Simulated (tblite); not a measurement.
C6H8FGaO.
Numbering: `[F:1][Ga:2]1[CH:3]=[C:4]([CH:5]2[CH2:6][CH2:7]2)[CH2:8][O:9]1` (hydrogens: H10 on C3; H11 on C5; H12, H13 on C6; H14, H15 on C7; H16, H17 on C8)

Computed with GFN2-xTB (tblite), gas phase: L-BFGS steps from a force-field or distance-geometry start until the largest atomic force falls under 0.01 eV/Å.

Step 43: E = -733.4254 eV
```
atom  x, y, z in Å  |  force x, y, z in eV/Å
F1      4.3612   -0.1598   -1.8567   -0.017  -0.035   0.039
Ga2     2.8373   -0.3229   -0.9978   -0.008  -0.027  -0.013
C3      0.8650   -0.7082   -1.1849   -0.011   0.060  -0.020
C4      0.3667   -0.3841   -0.0037    0.009  -0.020   0.019
C5     -1.0738   -0.3947    0.3573    0.012  -0.053  -0.038
C6     -2.1163    0.0441   -0.6271    0.001   0.052   0.014
C7     -1.7832    0.9144    0.5484   -0.040  -0.008  -0.030
C8      1.3133    0.0532    1.1194   -0.037  -0.029  -0.060
O9      2.6532    0.1157    0.7578   -0.003   0.042   0.053
H10     0.3255   -1.0519   -2.0474   -0.013   0.019  -0.041
H11    -1.3451   -1.1966    1.0326    0.038  -0.024   0.062
H12    -1.7916    0.3761   -1.6015    0.007  -0.008   0.020
H13    -3.0672   -0.4679   -0.6386    0.046  -0.006   0.021
H14    -1.2220    1.8175    0.3605   -0.039   0.006   0.008
H15    -2.4950    0.9952    1.3559    0.013   0.026  -0.025
H16     0.9795    1.0390    1.4680    0.012   0.013  -0.001
H17     1.1852   -0.6569    1.9480    0.029  -0.007  -0.009
```

Step 44: E = -733.4266 eV
```
atom  x, y, z in Å  |  force x, y, z in eV/Å
F1      4.3629   -0.1657   -1.8535    0.006  -0.035   0.028
Ga2     2.8402   -0.3294   -0.9975   -0.040  -0.015   0.009
C3      0.8659   -0.7039   -1.1885   -0.011   0.066   0.009
C4      0.3682   -0.3805   -0.0066   -0.007   0.009   0.026
C5     -1.0719   -0.3916    0.3564    0.009  -0.053  -0.045
C6     -2.1184    0.0426   -0.6268    0.011   0.038   0.025
C7     -1.7867    0.9145    0.5481   -0.044  -0.005  -0.033
C8      1.3132    0.0543    1.1199   -0.018  -0.052  -0.080
O9      2.6533    0.1103    0.7589    0.026   0.051   0.045
H10     0.3258   -1.0454   -2.0517   -0.011   0.019  -0.034
H11    -1.3354   -1.1941    1.0347    0.018  -0.012   0.048
H12    -1.7957    0.3768   -1.6018   -0.005  -0.022   0.041
H13    -3.0668   -0.4746   -0.6354    0.055   0.005   0.011
H14    -1.2323    1.8211    0.3581   -0.025   0.004   0.007
H15    -2.4977    0.9939    1.3566    0.016   0.015  -0.026
H16     0.9851    1.0411    1.4724    0.002  -0.005  -0.025
H17     1.1834   -0.6575    1.9467    0.016  -0.008  -0.005
```

Step 45: E = -733.4276 eV
```
atom  x, y, z in Å  |  force x, y, z in eV/Å
F1      4.3654   -0.1729   -1.8492    0.023  -0.036   0.019
Ga2     2.8423   -0.3354   -0.9972   -0.059   0.000   0.029
C3      0.8660   -0.6979   -1.1926   -0.009   0.057   0.025
C4      0.3695   -0.3763   -0.0093   -0.022   0.028   0.014
C5     -1.0700   -0.3892    0.3548   -0.001  -0.032  -0.023
C6     -2.1203    0.0418   -0.6261    0.017   0.001   0.021
C7     -1.7907    0.9148    0.5472   -0.024  -0.001  -0.020
C8      1.3129    0.0548    1.1192    0.011  -0.052  -0.061
O9      2.6537    0.1068    0.7604    0.040   0.051   0.020
H10     0.3254   -1.0400   -2.0558   -0.003   0.028  -0.020
H11    -1.3256   -1.1914    1.0377   -0.002   0.004   0.026
H12    -1.7996    0.3773   -1.6013   -0.010  -0.027   0.038
H13    -3.0652   -0.4812   -0.6322    0.043   0.007   0.002
H14    -1.2432    1.8251    0.3556   -0.007   0.002   0.005
H15    -2.5000    0.9926    1.3572    0.009   0.004  -0.018
H16     0.9897    1.0420    1.4773   -0.006  -0.024  -0.051
H17     1.1825   -0.6588    1.9444    0.002  -0.011  -0.006
```

Task: Estimate the geometry and energy of step 46. (The exact step hangs on the optimiser's Hessian estimate; all steps are aligned on step 45, rigid shifts and turns removed.)

Result: E = -733.4285 eV, largest force 0.077 eV/Å
```
atom  x, y, z in Å  |  force x, y, z in eV/Å
F1      4.3683   -0.1799   -1.8449    0.023  -0.037   0.017
Ga2     2.8426   -0.3387   -0.9969   -0.050   0.014   0.036
C3      0.8654   -0.6918   -1.1959   -0.009   0.038   0.020
C4      0.3701   -0.3726   -0.0113   -0.025   0.028  -0.002
C5     -1.0687   -0.3878    0.3533   -0.010   0.000   0.014
C6     -2.1213    0.0414   -0.6251    0.017  -0.034   0.010
C7     -1.7937    0.9151    0.5462    0.003   0.002  -0.001
C8      1.3130    0.0545    1.1177    0.030  -0.032  -0.020
O9      2.6545    0.1066    0.7612    0.038   0.042  -0.009
H10     0.3246   -1.0372   -2.0584    0.005   0.043  -0.005
H11    -1.3185   -1.1888    1.0405   -0.016   0.013   0.007
H12    -1.8023    0.3774   -1.6001   -0.008  -0.024   0.018
H13    -3.0630   -0.4861   -0.6298    0.015   0.001  -0.004
H14    -1.2516    1.8282    0.3536    0.008   0.001   0.003
H15    -2.5012    0.9916    1.3573   -0.003  -0.004  -0.007
H16     0.9921    1.0412    1.4813   -0.011  -0.035  -0.068
H17     1.1829   -0.6610    1.9414   -0.007  -0.015  -0.009
```

The energy changes by -0.0008 eV. The first-order estimate −F·Δx gives -0.0012 eV and the mean of the old and new forces, exact on a quadratic surface, -0.0008 eV. The step makes an angle of 73° with the force vector and moves no atom by more than 0.009 Å.

What follows is the cost of the whole relaxation. Hardware: Intel Xeon at 2.50 GHz, one thread, shared host with 64 logical CPUs at a one-minute load of 62. Cost: 3.9 s of wall time.
